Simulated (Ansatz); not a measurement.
A nudged elastic band was laid between two geometries of C₂H₇AlOS (12 atoms, charge 0, multiplicity 1).

All numbers below come from Ansatz, RKS BHLYP-D4/def2-SVP.

```
movable images  : 9
climbing image  : yes
spring          : 5.0 eV/Å²
optimiser       : fire
start path      : through a guess of the saddle point
force threshold : 0.05 eV/Å
iteration limit : 53
end points      : relaxed
largest step    : 0.02 Å
```

Initial state:

```xyz
12
Properties=species:S:1:pos:R:3
Al -0.055 1.284 0.316
C 0.542 -0.571 0.424
C -0.086 -1.550 -0.567
S -1.641 1.920 -1.039
H -1.837 0.693 -1.547
O 0.579 2.542 1.242
H 1.635 -0.571 0.316
H 0.364 -0.910 1.453
H 0.108 -1.259 -1.605
H -1.172 -1.605 -0.449
H 0.301 -2.566 -0.442
H 1.262 2.592 1.898
```

Final state:

```xyz
12
Properties=species:S:1:pos:R:3
Al -0.506 2.661 0.282
C 0.143 -0.533 -0.024
C -0.014 -1.940 -0.575
S -1.932 3.082 -1.045
H -0.553 0.149 -0.529
O 0.661 2.395 1.421
H 1.159 -0.154 -0.177
H -0.069 -0.499 1.050
H 0.194 -1.968 -1.648
H -1.031 -2.314 -0.426
H 0.671 -2.637 -0.085
H 1.276 1.758 1.757
```

**Question.** What changes between the two ends?

**Answer.** Bonds broken: Al1–C2, S4–H5. Bonds formed: C2–H5. C2H7AlOS becomes AlHOS + C2H6.

**Question.** Give the energies along the band, and the barrier.

**Answer.** It did not converge within its limit. The highest image is number 5 of 0 to 10, 52.7 kcal/mol above the first end and 29.8 kcal/mol above the last; the last end lies 22.9 kcal/mol above the first. The band didn't meet its force threshold, so its energies are provisional: the largest band force was still 0.09 eV/Å, and over the last iterations the top stayed at 2.29 eV. The orbitals stay closed-shell, which can raise the energy where a bond breaks towards radicals; this wasn't checked here.

```
image  path coordinate (Å)  energy (kcal/mol)  Al1–C2 (Å)  S4–H5 (Å)  C2–H5 (Å)
    0                 0.00                0.0        1.95       1.34       3.34
    1                 0.42                1.3        1.95       1.34       3.02
    2                 0.83                6.6        1.94       1.34       2.64
    3                 1.24               17.3        1.94       1.35       2.25
    4                 1.64               35.1        1.99       1.43       1.86
    5                 2.04               52.7        2.10       1.74       1.45
    6                 2.57               34.4        2.40       2.27       1.13
    7                 3.10               26.1        2.75       2.62       1.10
    8                 3.63               24.1        2.96       2.83       1.10
    9                 4.14               23.3        3.11       3.02       1.10
   10                 4.64               22.9        3.27       3.28       1.10
```

Run time: 23 min on 2 threads of Arm Neoverse V1, on a shared host, peak memory 0.26 GiB.
